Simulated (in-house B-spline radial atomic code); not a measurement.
How numerical settings move a run on Ne3+, [He] 2s2 2p3. Computed with a B-spline radial code for spherical atoms: Dirac-Kohn-Sham BLYP, spherical fractional occupations, Fermi nucleus of rms radius 3.0055 fm.

Command:
```bash
python run_scf.py task.json out
```
Settings of the sound reference run:
```
Z                10
electrons        7
configuration    [He] 2s2 2p3
hamiltonian      dirac
method           b88,lyp
spin_polarised   False
nucleus          fermi
rms_radius       3.0055
mass_number      20
atomic_mass      19.99244
speed_of_light   137.036
knot_spacing     0.22
spline_order     8
gauss_points     12
box_radius       16.22
max_iterations   70
damping          0.5
damped_steps     3
diis_vectors     10
tolerance        1e-08
start            Thomas-Fermi
```

Run time, properties included: 0.97 s on 1 thread of Intel(R) Xeon(R) 6975P-C, with other jobs on the host.

It converges in 9 iterations to -124.222636 hartree, with 2p3/2 at -80.5639 eV. The other runs change the listed settings, some to values that make no sense; their results aren't properties of the atom or ion. Radii are in bohr (the nuclear one in fm), a minus after a letter asks for a j subshell, and «unchanged» means within 1e-8 hartree. The run stops when the residual is below 10 × tolerance × max(1, Z/10), or a noise floor if that is larger, and the energy moves by less than 1e-8 × √|E| hartree; so very loose and very tight tolerances often act alike.

```tsv
changed settings	outcome
knot_spacing = 1, max_iterations = 3, damping = 0, start = bare nucleus	not converged after 3 iterations, last residual 2.0e-01, last energy +3.41e-01 hartree from the reference
gauss_points = 6, max_iterations = 60, damping = 0	converged in 9 iterations, energy unchanged, 2p3/2 level +2.3e-06 eV
box_radius = 3.24	converged in 9 iterations, energy +1.73e-03 hartree from the reference, 2p3/2 level +6.8e-02 eV (the program warns: 2p3/2 reaches the box edge; 2s1/2 reaches the box edge)
box_radius = 2.43	converged in 9 iterations, energy +4.71e-02 hartree from the reference, 2p3/2 level +1.1e+00 eV (the program warns: 2p3/2 reaches the box edge; 2s1/2 reaches the box edge)
max_iterations = 2	not converged after 2 iterations, last residual 1.4e-01, last energy +3.50e-01 hartree from the reference
box_radius = 32.44, max_iterations = 50, damped_steps = 30, tolerance = 0.01	converged in 10 iterations, energy +1.06e-08 hartree from the reference, 2p3/2 level +8.9e-04 eV
method = revtpss,revtpss	stopped with error: meta-GGAs are not served with the Dirac Hamiltonian
box_radius = 4.87	converged in 9 iterations, energy +1.53e-06 hartree from the reference, 2p3/2 level +1.1e-04 eV (the program warns: 2p3/2 reaches the box edge; 2p1/2 reaches the box edge)
max_iterations = 8, damped_steps = 0	converged in 7 iterations, energy unchanged, 2p3/2 level -5.4e-06 eV
electrons = 10, configuration = [He] 2s2 2p3 3s3, max_iterations = 100	stopped with error: shell 3s holds at most 2 electrons
box_radius = 0.65	converged in 7 iterations, energy +5.80e+01 hartree from the reference, 2p3/2 level +3.4e+02 eV (the program warns: 2p3/2 has a positive eigenvalue: unbound, held by the box; 2s1/2 has a positive eigenvalue: unbound, held by the box)
box_radius = 8.11	converged in 9 iterations, energy -1.58e-08 hartree from the reference, 2p3/2 level +1.3e-06 eV
spline_order = 7	converged in 9 iterations, energy +2.66e-08 hartree from the reference, 2p3/2 level +1.8e-06 eV
electrons = 8, configuration = [He] 2s2 2p3 3p-1, max_iterations = 60	converged in 9 iterations to -124.9632 hartree, a different physical problem
spline_order = 5	converged in 9 iterations, energy +7.58e-07 hartree from the reference, 2p3/2 level -3.7e-06 eV
box_radius = 1.62	converged in 7 iterations, energy +1.09e+00 hartree from the reference, 2p3/2 level +1.4e+01 eV (the program warns: 2p3/2 reaches the box edge; 2s1/2 reaches the box edge)
spline_order = 3	converged in 8 iterations, energy +2.10e-03 hartree from the reference, 2p3/2 level -2.0e-03 eV
```

(1) What happens with spline_order = 10?

(2) What happens with spline_order = 4?

(3) What happens with box_radius = 0.97?

(4) What happens with max_iterations = 3?

Results:

(1) Converged in 9 iterations, energy unchanged, 2p3/2 level +1.4e-06 eV.

(2) Converged in 8 iterations, energy +2.75e-05 hartree from the reference, 2p3/2 level -4.5e-05 eV.

(3) Converged in 7 iterations, energy +1.37e+01 hartree from the reference, 2p3/2 level +1.1e+02 eV (the program warns: 2p3/2 has a positive eigenvalue: unbound, held by the box; 2s1/2 has a positive eigenvalue: unbound, held by the box).

(4) Not converged after 3 iterations, last residual 4.6e-02, last energy +4.21e-02 hartree from the reference.
